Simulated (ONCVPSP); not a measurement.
# Al: ONCV pseudisation with BLYP, scalar-relativistic reference atom.

Input for ONCVPSP 4.0.1:

```
# ATOM AND REFERENCE CONFIGURATION
# atsym  z   nc   nv     iexc    psfile
  Al 13.00    1    3  -106131      upf
#
#   n    l    f
    1    0    2.00
    2    0    2.00
    2    1    6.00
    3    0    2.00
#
# PSEUDOPOTENTIAL AND OPTIMIZATION
# lmax
    1
#
#   l,   rc,      ep,       ncon, nbas, qcut
    0    0.85    0.00    3    6   16.30
    1    1.00    0.00    4    7   15.70
#
# LOCAL POTENTIAL
# lloc, lpopt,  rc(5),   dvloc0
    4    5    0.70    0.00
#
# VANDERBILT-KLEINMAN-BYLANDER PROJECTORs
# l, nproj, debl
    0    2    3.60
    1    2    2.50
#
# MODEL CORE CHARGE
# icmod, fcfact, rcfact
    3    5.50    1.30
#
# LOG DERIVATIVE ANALYSIS
# epsh1, epsh2, depsh
   -6.00    5.00    0.04
#
# OUTPUT GRID
# rlmax, drl
    6.00    0.01
#
# TEST CONFIGURATIONS
# ncnf
    4
# nvcnf
#   n    l    f
    4
    2    0    2.00
    2    1    6.00
    3    0    2.00
    3    1    1.00
#
    3
    2    0    2.00
    2    1    6.00
    3    0    1.00
#
    3
    2    0    2.00
    2    1    6.00
    3    0    0.00
#
    4
    2    0    2.00
    2    1    6.00
    3    0    1.00
    3    1    1.00
#
```

Command:

```bash
oncvpsp.x < Al.dat > Al.out
```

Resulting log (shortened: citation, most of the input echo, consistency checks and plot data are left out):

```
ONCVPSP  (Optimized Norm-Conservinng Vanderbilt PSeudopotential)
scalar-relativistic version 4.0.1

#   n    l    f        energy (Ha)
    1    0    2.00    -5.5888690E+01
    2    0    2.00    -4.2733648E+00
    2    1    6.00    -2.8653073E+00
    3    0    2.00    -5.4095906E-01

Reference configufation results
  iterations    30
  all-electron total energy (Ha)   -2.42628799D+02

Begin loop to  construct optimized pseudo wave functions
and semi-local pseudopoentials for all angular momenta

Calculating optimized projector #   1

 for l=   0

    Fraction of norm inside rc  0.817762
    Optimizing pswf for qcut=  16.28 a_B^-1,  ecut= 132.59 Ha
    Residual kinetic energy error=  1.03D-07 Ha

    Energy error per electron        Cutoff
         Ha          eV             Ha
         0.01000     0.27211       56.02
         0.00100     0.02721       79.04
         0.00010     0.00272       96.95
         0.00001     0.00027      110.96

Calculating optimized projector #   2

 for l=   0

    Fraction of norm inside rc  0.035550
    Optimizing pswf for qcut=  16.28 a_B^-1,  ecut= 132.59 Ha
    Residual kinetic energy error=  2.35D-08 Ha

    Energy error per electron        Cutoff
         Ha          eV             Ha
         0.01000     0.27211       15.05
         0.00100     0.02721       59.96
         0.00010     0.00272       82.88
         0.00001     0.00027      101.05

WARNING wellstate: negative energy specified for n= 3 l=  1
WARNING scattering state with energy  0.25000000
WARNING will be used for the first projector

   Wellstate for l =  1  n =  4
     eigenvalue =   0.2500
     asymptotic potential =   0.7500
     half-point radius =  5.5101

Calculating optimized projector #   1

 for l=   1

    Fraction of norm inside rc  0.892937
    Optimizing pswf for qcut=  15.69 a_B^-1,  ecut= 123.12 Ha
    Residual kinetic energy error=  2.11D-07 Ha

    Energy error per electron        Cutoff
         Ha          eV             Ha
         0.01000     0.27211       71.17
         0.00100     0.02721       86.50
         0.00010     0.00272       99.01
         0.00001     0.00027      108.81

Calculating optimized projector #   2

 for l=   1

    Fraction of norm inside rc  0.022261
    Optimizing pswf for qcut=  15.69 a_B^-1,  ecut= 123.12 Ha
    Residual kinetic energy error=  1.09D-07 Ha

    Energy error per electron        Cutoff
         Ha          eV             Ha
         0.01000     0.27211       51.28
         0.00100     0.02721       72.54
         0.00010     0.00272       89.76
         0.00001     0.00027      103.43

Construct Vanderbilt / Kleinmman-Bylander projectors

B matrix Hermiticity error, ll=   0
   1   2    3.4718E-04

  Orthonormal projector coefficients  1.5800E+01  1.6732E+00

B matrix Hermiticity error, ll=   1
   1   2   -1.8424E-04

  Orthonormal projector coefficients -1.1361E+01 -3.0993E+00

Model core correction analysis
  based on d2Exc/dn_idn_j

d2excae - all-electron derivatives

   -7.461021D-02   -6.716469D-02   -5.188640D-03
   -6.716555D-02   -7.140296D-02   -5.523607D-03
   -5.187852D-03   -5.522607D-03   -4.242882D-02

d2excps - pseudofunction derivatives with no core correction

   -7.287081D-02   -7.094069D-02   -5.253671D-03
   -7.094114D-02   -7.262893D-02   -5.705606D-03
   -5.252823D-03   -5.704628D-03   -4.244310D-02

rms 2nd derivative error    1.918237E-03

rmatch, rhocmatch    0.2106   80.2578

Teter function model core charge with specified parameters

d2excps - pseudofunction derivatives with core correction

   -6.942495D-02   -7.021868D-02   -4.940677D-03
   -7.021850D-02   -7.282814D-02   -5.628237D-03
   -4.939842D-03   -5.627256D-03   -4.241485D-02

rms 2nd derivative error    2.302428E-03

Pseudoatom total energy  -79.965764

Diagnostic tests using Vanderbilt-Kleinman-Bylander pseudopotentials
  1 or more projectors used as specified by nproj input data

   l    rcore       rmatch      e in        delta e   norm test  slope test

   0   0.8539814   0.8799101  -4.2733648  -0.0000067   1.0001465   1.0001678
   0   0.8539814   0.8799101  -0.5409591   0.0000138   1.0001180   1.0000809

   1   1.0036768   1.0341506  -2.8653073  -0.0000136   1.0001372   1.0001551
   1   1.0036768   1.0341506   0.2500000   0.0000284   1.0002480   1.0002480

 Testing for bound ghosts
   n   l    E NL Schr. Eq   E Basis Diag.   E Cutoff

   1   0       -4.273372       -4.272876    173.89
   2   0       -0.540945        0.108575    173.89

   2   1       -2.865321       -2.865090    221.34

 Testing for highly-localized positive-energy ghosts
       l    <radius>/rc     E Basis Diag.   E Cutoff

Test configuration 0

   n   l     f        eae           eps        diff
   1   0  2.0000  -55.88869007
   2   0  2.0000   -4.27336485   -4.27337152   -6.67D-06
   2   1  6.0000   -2.86530731   -2.86532087   -1.36D-05
   3   0  2.0000   -0.54095906   -0.54094527    1.38D-05

    Total energies and differences
      AE_ref= -2.42628799D+02  AE_tst= -2.42628799D+02  dif=  0.00D+00
      PS_ref= -7.99657641D+01  PS_tst= -7.99657641D+01  dif= -1.99D-13
      PSP excitation error=  1.99D-13

Test configuration 1

   n   l     f        eae           eps        diff
   1   0  2.0000  -55.57622378
   2   0  2.0000   -3.96666930   -3.96674735   -7.80D-05
   2   1  6.0000   -2.55822080   -2.55871677   -4.96D-04
   3   0  2.0000   -0.28042332   -0.28040849    1.48D-05
   3   1  1.0000   -0.09420290   -0.09420780   -4.90D-06

    Total energies and differences
      AE_ref= -2.42628799D+02  AE_tst= -2.42835584D+02  dif= -2.07D-01
      PS_ref= -7.99657641D+01  PS_tst= -8.01725594D+01  dif= -2.07D-01
      PSP excitation error=  1.07D-05

Test configuration 2

   n   l     f        eae           eps        diff
   1   0  2.0000  -56.35509083
   2   0  2.0000   -4.72514014   -4.72572583   -5.86D-04
   2   1  6.0000   -3.31715001   -3.31729259   -1.43D-04
   3   0  1.0000   -0.87623424   -0.87625387   -1.96D-05

    Total energies and differences
      AE_ref= -2.42628799D+02  AE_tst= -2.41922654D+02  dif=  7.06D-01
      PS_ref= -7.99657641D+01  PS_tst= -7.92595993D+01  dif=  7.06D-01
      PSP excitation error= -1.95D-05

Test configuration 3

   n   l     f        eae           eps        diff
   1   0  2.0000  -56.88860611
   2   0  2.0000   -5.23653013   -5.23803898   -1.51D-03
   2   1  6.0000   -3.82857093   -3.82902423   -4.53D-04

    Total energies and differences
      AE_ref= -2.42628799D+02  AE_tst= -2.40867733D+02  dif=  1.76D+00
      PS_ref= -7.99657641D+01  PS_tst= -7.82045939D+01  dif=  1.76D+00
      PSP excitation error= -1.04D-04

Test configuration 4

   n   l     f        eae           eps        diff
   1   0  2.0000  -55.95304399
   2   0  2.0000   -4.33626982   -4.33679650   -5.27D-04
   2   1  6.0000   -2.92768814   -2.92852673   -8.39D-04
   3   0  1.0000   -0.57119844   -0.57120104   -2.59D-06
   3   1  1.0000   -0.35388798   -0.35390625   -1.83D-05

    Total energies and differences
      AE_ref= -2.42628799D+02  AE_tst= -2.42414160D+02  dif=  2.15D-01
      PS_ref= -7.99657641D+01  PS_tst= -7.97511316D+01  dif=  2.15D-01
      PSP excitation error=  6.88D-06
```

The run took about 2.6 s on one core of a shared server CPU.
